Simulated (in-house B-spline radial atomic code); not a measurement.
# The iron ion Fe¹⁰⁺: [He] 2s1 (2p1/2)1 (2p3/2)4 3s2 3p6 (with a hole in an inner shell)

All numbers are computed (Dirac-Hartree-Fock, average of the jj configuration; Fermi nucleus of rms radius 3.7377 fm) with an all-electron radial atomic-structure program (B-spline basis), not measured.

Screening seen three ways: the hydrogenic charge with the same mean radius, Z_r = [3n² - l(l+1)]/(2<r>), the one with the same energy, Z_e = n√(-2ε), and Slater's rules. Values are occupation-weighted means over j.

```
shell  electrons   ε (eV)  <r> (bohr)    Z_r    Z_e  Slater
   1s          2  -7572.5     0.05838  25.69  23.59   25.70
   2s          1  -1220.8      0.2606  23.02  18.94   22.55
   2p          5  -1091.4      0.2273  21.99  17.91   22.55
   3s          2  -354.49      0.6964  19.39  15.31   16.45
   3p          6  -311.33      0.6968  17.94  14.35   16.45
```

The least bound orbital is 3p3/2 at -311 eV, and it is also the most diffuse (<r> = 0.6983 bohr). The part-filled 2s shell lies below the filled 3p shell in orbital energy.

For the 1s electron the small component carries 0.876 % of the norm, the zero-frequency Breit interaction raises the level by 7.955 eV, self-energy by 4.126 eV, and vacuum polarisation lowers it by 0.3516 eV.
